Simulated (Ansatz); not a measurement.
Molecule: ZnO, charge 0, multiplicity 1. 
Structure (B3LYP-D3(BJ)/def2-TZVP (Ansatz, an electronic-structure program) minimum search):
```xyz
2

Zn     0.0000     0.0000    -0.3607
O      0.0000     0.0000     1.3525
```
Charge 0, spin multiplicity 1.

Quantity: atomisation energy (electronic, to ground-state atoms), in kcal/mol. Valence correlation only, unless marked. Open shells are spin-unrestricted. No spin-orbit coupling. Frozen are the shells of the preceding noble gas and the d and f shells that filled before the atom's block. Non-relativistic. The coupled-cluster limit lacks core correlation, which all-electron functionals hold. CBS(X,Y): correlation extrapolated as X^-3; Hartree-Fock from the larger set.

```csv
level,program,atomisation energy (kcal/mol)
PBE0/STO-3G,Ansatz,193.3
r2SCAN0/def2-TZVPD,Ansatz,20.5
CAM-B3LYP-D3(BJ)/def2-TZVPD,Ansatz + dftd3,26.6
wB97M-V/def2-TZVPD,Ansatz,26.7
```

Estimate the value at CCSD(T)/CBS(def2-TZVPPD,def2-QZVPPD) as computed with Ansatz.

36.4 kcal/mol
